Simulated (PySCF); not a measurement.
# Two-component Hartree-Fock for Au⁺ (gold, charge +1)

Start: [Xe] 4f14 5d9 6s1; 5d3/2 filled at m_j = -3/2, -1/2, +1/2, +3/2; 5d5/2 filled at m_j = -3/2, -1/2, +1/2, +3/2, +5/2; 6s1/2 filled at m_j = +1/2. Calculated with PySCF 2.14 in x2c-TZVPall-2c with one added diffuse shell each of s, p, d type (12s12p11d2f, 117 functions): generalised Hartree-Fock with the X2C-1e Hamiltonian and a Gaussian nucleus; spin-orbit coupling (SO) screened by Boettger's factors. This is a chosen level, not necessarily the ground level.

| spinor shell | electrons | ε, screened SO (eV) | weight of nominal j (screened SO) | rms radius, screened SO (bohr) |
| --- | --- | --- | --- | --- |
| 1s1/2 | 2 | -81157.6 | 1.000 | 0.0190 |
| 2s1/2 | 2 | -14477.3 | 1.000 | 0.0768 |
| 2p1/2 | 2 | -13859.8 | 1.000 | 0.0651 |
| 2p3/2 | 4 | -12018.7 | 1.000 | 0.0731 |
| 3s1/2 | 2 | -3493.9 | 1.000 | 0.196 |
| 3p1/2 | 2 | -3217.2 | 1.000 | 0.188 |
| 3p3/2 | 4 | -2804.8 | 1.000 | 0.204 |
| 3d3/2 | 4 | -2350.8 | 1.000 | 0.179 |
| 3d5/2 | 6 | -2262.5 | 1.000 | 0.183 |
| 4s1/2 | 2 | -804.13 | 1.000 | 0.433 |
| 4p1/2 | 2 | -685.01 | 1.000 | 0.438 |
| 4p3/2 | 4 | -584.75 | 1.000 | 0.471 |
| 4d3/2 | 4 | -389.64 | 1.000 | 0.485 |
| 4d5/2 | 6 | -370.26 | 1.000 | 0.497 |
| 5s1/2 | 2 | -139.38 | 1.000 | 0.997 |
| 4f5/2 | 6 | -117.32 | 0.999 | 0.544 |
| 5p1/2 | 2 | -99.029 | 0.998 | 1.08 |
| 5p3/2 | 4 | -80.934 | 0.999 | 1.18 |
| 5d3/2 | 4 | -25.201 | 0.954 | 1.60 |
| 5d5/2 | 5 | -22.971 | 0.963 | 1.67 |
| 6s1/2 | 1 | -17.165 | 0.996 | 2.84 |

Problem. Where does 4f7/2 lie, and what is the 4f spin-orbit splitting (screened SO)?

Solution. At -113.45 eV, 3.863 eV above 4f5/2.

| quantity | screened SO |
| --- | --- |
| E (hartree) | -19026.50115 |
| M_J | 3 |
| ⟨J²⟩ | 12.007 |
| ⟨L²⟩ | 6.174 |
| ⟨S²⟩ | 2.177 |

Each row is a mean over spinors that exchange with the open shell spreads, by up to 4.619 eV (5p3/2).

Breit and QED terms are absent; they matter most for the inner s and p1/2 levels.

Densities and radii are taken from the X2C orbitals without a picture-change correction, which distorts them close to the nucleus.
